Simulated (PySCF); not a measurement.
Input of a run (PBE0-D3(BJ)/def2-SVP geometry optimisation, gas phase (PySCF 2.14.0)), started from GFN2-xTB:
```
{"job": {"xc": "PBE0", "basis": "def2-SVP", "d3": "d3bj", "grid": 1, "shake": 0.01, "kind": "geom"}, "charge": 0, "multiplicity": 1}
Br     0.468290     3.395670    -0.354110
C      0.785710     1.542900    -0.180400
C      2.091020     1.119380    -0.179060
C      2.426200    -0.223260    -0.044850
C      1.356920    -1.153450     0.069270
C      0.043150    -0.720760     0.069500
C     -0.243530     0.641930    -0.058530
C     -1.657520     0.966180    -0.058420
C     -2.516900    -0.066000     0.092910
Si    -1.575090    -1.697860     0.222910
H      2.900290     1.839690    -0.255940
H      3.426830    -0.554430    -0.028610
H      1.557150    -2.188060     0.170960
H     -2.003500     1.993290    -0.142270
H     -3.587470     0.058480     0.087770
H     -1.713320    -2.347490     1.515420
H     -1.774750    -2.594390    -0.916380
```

Output (energies in Eh, forces in Eh/bohr):
```
step   0  E = -3171.30658001  max force = 0.052699
step   1  E = -3171.31434086  max force = 0.010365
step   2  E = -3171.31446738  max force = 0.002848
step   3  E = -3171.31446651  max force = 0.005313
step   4  E = -3171.31454376  max force = 0.000654
step   5  E = -3171.31454328  max force = 0.000715
step   6  E = -3171.31454736  max force = 0.000093
optimisation converged
```

Task: Summarise the run.

Result: The energy falls by 20.9 kJ/mol over 7 energy and gradient evaluations, the largest force component goes from 0.0527 to 9.3e-05 Eh/bohr, and the atoms move by 0.039 Å rms after alignment. The bond that changes most is Si10–H16 (SiH2 silicon to Si–H hydrogen), which lengthens by 0.042 Å. Bonds longer at the end by more than 0.005 Å: 12 of 18; shorter: 3. Among the angles that change most is H16–Si10–H17, from 113.9° to 108.1°. The energy never rose by more than 1e-6 Eh on the way. The first step brought 97 % of the lowering.

Task: What are the final bond lengths?

Result: Br1–C2 1.893 Å, C2–C3 1.397 Å, C3–C4 1.391 Å, C4–C5 1.399 Å, C5–C6 1.389 Å, C6–C7 1.418 Å, C7–C8 1.474 Å, C8=C9 1.350 Å, C9–Si10 1.870 Å, C2–C7 1.398 Å, C6–Si10 1.884 Å, C3–H11 1.091 Å, C4–H12 1.092 Å, C5–H13 1.093 Å, C8–H14 1.094 Å, C9–H15 1.092 Å, Si10–H16 1.495 Å, Si10–H17 1.495 Å. Numbering counts from 1 in the input's order; the species is `Brc1cccc2c1C=C[SiH2]2`.

The run used 197 basis functions and 47 SCF cycles in all. Time: 9.5 min wall, 6.5 min CPU; peak memory 0.94 GiB. Hardware: Intel Xeon at 2.50 GHz, one thread, shared host.

PBE0-D3(BJ)/def2-SVP frequencies: not computed here.
